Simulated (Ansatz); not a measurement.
Reaction (cleavage of the Si–Al bond): `[NH2][AlH][SiH]1[SiH2]S1` + HCl → `Cl[SiH]1[SiH2]S1` + `[NH2][AlH2]`

Isolated molecules relaxed with PBE0-D4/def2-TZVP in Ansatz; ΔE leaves out vibrations. CCSD(T)/CBS adds triple-zeta CCSD(T) − MP2 to the extrapolated MP2 energy (def2 sets, frozen cores). This one scheme is used for every species. DFT in def2-TZVPP. B3LYP here is the variant with VWN-RPA as its local correlation; programs differ in this. Each species was taken in one conformer, which may not be the lowest.

Is it downhill or uphill in electronic energy at CCSD(T)/CBS, and by how much? (An estimate is asked.)

Computed: Downhill: ΔE = -15.1 kcal/mol.

What do these levels give: B3LYP-D4, PBE, PBE0, CCSD(T)/def2-TZVPP, HF/def2-QZVPP, CCSD/CBS(def2)? (An estimate is asked.)

The calculation gave: B3LYP-D4 -15.6, PBE -13.0, PBE0 -13.9, CCSD(T)/def2-TZVPP -14.1, HF/def2-QZVPP -20.5, CCSD/CBS(def2) -15.8 kcal/mol.

Largest T1 diagnostic among the species: 0.014.

From PBE to PBE0 (25 % exact exchange), in def2-TZVPP and without D4, ΔE moves by −0.9 kcal/mol. The D4 term adds +1.2 kcal/mol with B3LYP and +0.8 kcal/mol with PBE0; it sums over pairs of atoms, weighted by their polarisabilities, and B3LYP, whose exchange is more repulsive, gets the larger term.
